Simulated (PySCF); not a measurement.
This PySCF input asks for the NMR shieldings of `[Se]=CC1CC1`, C4H6Se; the geometry comes from GFN2-xTB.

```python
import basis_set_exchange as bse
import numpy as np
from pyscf import gto, dft
from pyscf.prop import nmr

atoms = """
Se    2.945306   -1.073900   -0.119191
C     1.452896   -0.183235   -0.398413
C     0.214297   -0.403668    0.308140
C    -0.696152    0.779642    0.588863
C    -1.099162   -0.215091   -0.432236
H     1.438209    0.596150   -1.155858
H     0.249467   -1.184928    1.056904
H    -0.362754    1.752020    0.259731
H    -1.201171    0.785620    1.542149
H    -1.046139    0.062545   -1.474052
H    -1.889373   -0.912485   -0.202000
"""
names = dict.fromkeys(["Se", "C", "H"], "pcSseg-1")
basis = {el: gto.basis.parse(bse.get_basis(n, elements=[el], fmt="nwchem")) for el, n in names.items()}
mol = gto.M(atom=atoms, basis=basis, charge=0, verbose=0)
mf = dft.RKS(mol, xc="PBE0")
mf.grids.level = 2
mf.grids.alignment = dft.numint.BLKSIZE   # the property module wants whole blocks of grid points
mf.conv_tol = 1e-9
mf.kernel()

calc = nmr.RKS(mf)   # GIAO
C = mf.mo_coeff
Co = C[:, mf.mo_occ > 0]
resp = mf.gen_response(singlet=True, hermi=2)
def vind(x):   # induced exchange potential for any number of trial vectors
    d = np.einsum("pi,xij,qj->xpq", C, 2 * x.reshape(-1, C.shape[1], Co.shape[1]), Co, optimize=True)
    return np.einsum("xpq,pi,qj->xij", resp(d - d.transpose(0, 2, 1)), C, Co, optimize=True).ravel()
mo1, _ = nmr.rhf.solve_mo1(calc, with_cphf=vind)
sigma = calc.kernel(mo1)
for i, s in enumerate(sigma):   # ppm
    w = np.linalg.eigvalsh((s + s.T) / 2)
    print("%2d %-2s iso %8.1f  s11 %8.1f  s22 %8.1f  s33 %8.1f" % (i, mol.atom_pure_symbol(i), w.mean(), *w))
```

Q: What does it print?

A: 
```
 0 Se iso   -585.6  s11  -3350.5  s22   -344.2  s33   1937.9
 1 C  iso    -99.7  s11   -313.0  s22   -121.2  s33    135.2
 2 C  iso    142.5  s11     82.3  s22    135.7  s33    209.3
 3 C  iso    167.3  s11    139.8  s22    174.7  s33    187.3
 4 C  iso    167.2  s11    139.7  s22    174.7  s33    187.4
 5 H  iso     20.4  s11     12.9  s22     20.2  s33     27.9
 6 H  iso     28.5  s11     22.7  s22     28.8  s33     34.0
 7 H  iso     30.2  s11     24.9  s22     27.5  s33     38.3
 8 H  iso     30.2  s11     24.9  s22     26.7  s33     38.9
 9 H  iso     30.2  s11     24.9  s22     27.5  s33     38.3
10 H  iso     30.2  s11     24.9  s22     26.7  s33     38.9
```

These numbers come from an equivalent density-fitted implementation of the same equations, which agrees with the script to about 0.01 ppm for H and up to a few tenths of a ppm for heavy atoms, so last digits may differ.

Relativistic effects, spin–orbit coupling among them, are left out; they matter for Se and for the light atoms bonded to it.

Size and cost of the density-fitted run: 139 basis functions, 12 s wall time on 1 thread of an Arm Neoverse V1, shared host.
